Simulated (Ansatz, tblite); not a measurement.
Spin states of Ag₂Cl, each relaxed with PBE-D4/def2-TZVP in Ansatz. Electronic energies in the gas phase.

In the def2 sets Ag takes a core potential; there is no spin–orbit coupling. The xTB rows come from tblite. Correlated methods freeze 5 core orbitals; core or outer-core shells of Ag are correlated, in sets that lack core-valence functions. In CCSD on the charge 0 quartet the largest single amplitude is 0.20, so its Hartree–Fock determinant may place the open shell otherwise than the density functionals do. HOMO above LUMO, or a gap near zero within one spin, warns that the state may not be the lowest or that an electron is smeared out. The structure comes from a short search, and lower isomers may exist.

Doublet geometry (C2v within 0.1 Å):

```xyz
3

Ag    0.784    0.161   -1.304
Ag   -1.510   -0.226    0.100
Cl    0.726    0.066    1.204
```

Quartet geometry (C2v within 0.1 Å):

Cartesian coordinates in Å:
```
Ag -0.575 -1.488 -0.070
Ag 0.025 0.977 1.263
Cl 0.550 0.511 -1.193
```

⟨S²⟩: doublet 0.75 at PBE0-D4/def2-TZVP (pure 0.75), quartet 3.76 at PBE0-D4/def2-TZVP (pure 3.75).

Run but left out: HF/STO-3G (doublet: ⟨S²⟩ 1.99, where a pure state has 0.75).

Only these spin states were relaxed.

Second-order perturbation terms are unreliable where d shells bring near-degenerate states, and here PBE-QIDH/def2-TZVP, MP2/def2-TZVP lie more than 0.4 eV from the median of the functionals without such a term.

```csv
level,quartet − doublet (kJ/mol),lowest of these
GFN2-xTB,267.1,doublet
HF/def2-TZVP,379.2,doublet
PBE-QIDH/def2-TZVP,402.5,doublet
CCSD/def2-TZVP,410.8,doublet
```

(1) Estimate the rows for LDA (SPW92)/def2-TZVP, PBE0-D4/def2-TZVP, RPA@PBE/def2-TZVP, MP2/def2-TZVP.

Answers

(1) 
```json
{"level": "LDA (SPW92)/def2-TZVP", "quartet − doublet (kJ/mol)": "314.8", "lowest of these": "doublet", "remarks": "gap within one spin near zero (quartet)"}
{"level": "PBE0-D4/def2-TZVP", "quartet − doublet (kJ/mol)": "351.1", "lowest of these": "doublet", "remarks": "–"}
{"level": "RPA@PBE/def2-TZVP", "quartet − doublet (kJ/mol)": "308.0", "lowest of these": "doublet", "remarks": "–"}
{"level": "MP2/def2-TZVP", "quartet − doublet (kJ/mol)": "431.2", "lowest of these": "doublet", "remarks": "–"}
```

The xTB methods have no spin-polarisation term.
